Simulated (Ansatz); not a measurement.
Consider the redistribution: `NCB(O)Cl` + `B[SiH2]/C=C/O` → `O/C=C/B(O)Cl` + `B[SiH2]CN`.

Computed with Ansatz on PBE0-D4/def2-TZVP structures; ΔE is electronic, products minus reactants. CBS: MP2 limit from def2 TZ/QZ plus the TZ coupled-cluster correction, frozen cores. Double bonds are as drawn, so ΔE can hold a change between cis and trans. Functionals use def2-TZVPP. Each species was taken in one conformer, which may not be the lowest.

| level | ΔE (kJ/mol) |
| --- | --- |
| PBE0-D4 | -9.9 |
| ωB97X-V | -28.9 |
| ωB97M-V | -21.1 |
| PBE | -5.5 |
| r2SCAN | -11.1 |
| PBE0 | -12.5 |
| HF/def2-TZVPP | -100.4 |
| SCS-MP2/def2-TZVPP | -32.3 |

**Question.** What does CCSD(T)/CBS give? (Best estimate.)

**Answer.** The calculation gave: -27.4 kJ/mol. The listed levels differ from it by 17.5, -1.5, 6.3, 21.9, 16.3, 14.9, -73.0, -4.9 kJ/mol.

Largest T1 diagnostic among the species: 0.013.

The D4 term adds +5.4 kJ/mol with B3LYP and +2.6 kJ/mol with PBE0; it sums over pairs of atoms, weighted by their polarisabilities, and B3LYP, whose exchange is more repulsive, gets the larger term. In def2-TZVPP, CCSD(T) changes the Hartree–Fock value by +72.5 kJ/mol (the triples alone add +11.7 kJ/mol) and MP2 by +88.0 kJ/mol. From PBE to PBE0 (25 % exact exchange), in def2-TZVPP and without D4, ΔE moves by −7.0 kJ/mol.

B3LYP here is the variant with VWN-RPA as its local correlation; programs differ in this.
